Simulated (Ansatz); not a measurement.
The cluster Sr₂O₃⁻. Charge -1, multiplicity 2. Geometry PBE0-D4/def2-SVPD.

Cartesian coordinates in Å:
```
Sr -1.089 -1.386 -1.657
Sr 0.390 0.495 0.593
O 0.411 0.163 -1.690
O -1.201 -1.171 0.487
O 1.489 1.899 2.268
```

In the def2 sets Sr takes a core potential; there is no spin–orbit coupling. B3LYP takes the VWN-RPA correlation. HSE06 is defined as in plane-wave codes, on full-range PBE exchange. At PBE-D4/def2-TZVPD the highest occupied level of the charge -1 doublet lies above zero (up to 0.12 eV). The electron is either unbound and held by the finite basis, or the level is raised by self-interaction error. Another isomer (doublet) lies 0.22 eV lower at PBE0-D4/def2-TZVPD; other spin states weren't run for this one.

(1) Estimate the α-spin orbital energies around the gap (eV) in Ansatz with PBE-D4/def2-TZVPD, r2SCAN-D4/def2-TZVPD, B3LYP-D4/def2-TZVPD, PBE0-D4/def2-TZVPD, HSE06-D4/def2-TZVPD.

## Answers

(1) 
| orbital | PBE-D4/def2-TZVPD | r2SCAN-D4/def2-TZVPD | B3LYP-D4/def2-TZVPD | PBE0-D4/def2-TZVPD | HSE06-D4/def2-TZVPD |
| --- | --- | --- | --- | --- | --- |
| HOMO−5 | -0.54 | -0.52 | -1.38 | -1.51 | -1.13 |
| HOMO−4 | -0.52 | -0.46 | -1.35 | -1.47 | -1.08 |
| HOMO−3 | -0.36 | -0.30 | -1.18 | -1.32 | -0.94 |
| HOMO−2 | -0.35 | -0.29 | -1.17 | -1.31 | -0.92 |
| HOMO−1 | -0.22 | -0.25 | -1.11 | -1.23 | -0.84 |
| HOMO | -0.16 | -0.08 | -0.95 | -1.08 | -0.69 |
| LUMO | 1.08 | 1.40 | 1.33 | 1.56 | 1.27 |
| LUMO+1 | 2.30 | 2.65 | 2.57 | 2.74 | 2.48 |
| LUMO+2 | 2.42 | 2.84 | 2.77 | 2.98 | 2.70 |
| LUMO+3 | 2.56 | 2.88 | 2.81 | 2.99 | 2.73 |
| LUMO+4 | 3.08 | 3.52 | 3.38 | 3.58 | 3.32 |
| LUMO+5 | 3.45 | 3.83 | 3.75 | 3.90 | 3.65 |
| β HOMO | 0.12 | -0.03 | -0.95 | -1.07 | -0.69 |
| β LUMO | 0.73 | 1.40 | 1.33 | 1.56 | 1.27 |
